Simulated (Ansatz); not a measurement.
Hg6Se6. Charge 0, multiplicity 1. Geometry PBE-D4/def2-SVP, basis def2-TZVP, Ansatz.

Cartesian coordinates in Å:
```
Se 2.5567 1.7883 1.1092
Hg 1.4292 1.6528 -1.1877
Hg 1.9098 -1.4075 0.7461
Se 2.4122 -1.4234 -1.7663
Se -0.4953 1.5626 -2.8770
Hg -0.1411 -1.5589 -1.9325
Hg 0.1411 1.5590 1.9325
Se 0.4953 -1.5627 2.8770
Se -2.4122 1.4236 1.7663
Hg -1.9098 1.4075 -0.7461
Hg -1.4292 -1.6529 1.1877
Se -2.5567 -1.7883 -1.1091
```

```
run  HOMO (eV)  LUMO (eV)
  A      -5.55      -3.77
  B      -5.80      -3.66
  C      -5.48      -3.64
  D      -8.72      -0.40
  E      -6.55      -3.10
```

In the def2 sets Hg takes a core potential; there is no spin–orbit coupling. Single mean-field runs in def2-TZVP are fitted with def2-universal-jkfit.

**Question.** The runs used HF, PBE, PBE0, r2SCAN, revPBE. Estimate which is which.

**Answer.** A PBE (0 % exact exchange); B r2SCAN (0 % exact exchange); C revPBE (0 % exact exchange); D HF (100 % exact exchange); E PBE0 (25 % exact exchange). Exact exchange lowers occupied and raises empty levels; among semilocal functionals meta-GGAs tend to open the gap a little, and such runs are hard to tell apart. The gap grows from 1.78 eV (PBE) to 8.32 eV (HF).
